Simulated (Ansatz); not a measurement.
A structure drawn as `NB(O)[SiH2]Cl`, with this starting geometry:

Cartesian coordinates in Å:
```
N 0.492 -1.356 0.983
B -0.103 -0.595 -0.161
O -0.453 -1.349 -1.330
Si -0.467 1.336 -0.176
Cl -1.778 1.747 1.451
H 0.691 -0.595 1.781
H 1.401 -1.705 0.705
H 0.342 -1.305 -1.954
H 0.870 2.056 0.101
H -0.995 1.766 -1.399
```

Charge 0, multiplicity 1.

**Question.** Relax it with Ansatz at PBE-D4/def2-SVP and then PBE0-D4/def2-TZVP. Is the drawn bonding still there?

**Answer.** Yes, every drawn bond is still there and no new one forms.

**Question.** Give the relaxed structure. (An estimate is asked.)

**Answer.** Ansatz gave: 
Z-matrix (Å, degrees):
```
Si
Cl 1 2.076
B 1 2.031 2 108.8
H 1 1.488 2 107.0 3 122.8
H 1 1.488 2 107.0 3 -122.8
O 3 1.374 1 123.7 2 180.0
N 3 1.394 1 118.1 2 -0.0
H 6 0.957 3 114.9 1 -0.0
H 7 1.005 3 122.5 1 0.0
H 7 1.007 3 122.6 1 180.0
```
All modes are real.

Atoms count as bonded under 1.1 times the sum of their covalent radii (H–H under 0.85 Å, pairs among N, O and F under 1.55 Å), and a drawn bond as lost past 1.3 times.
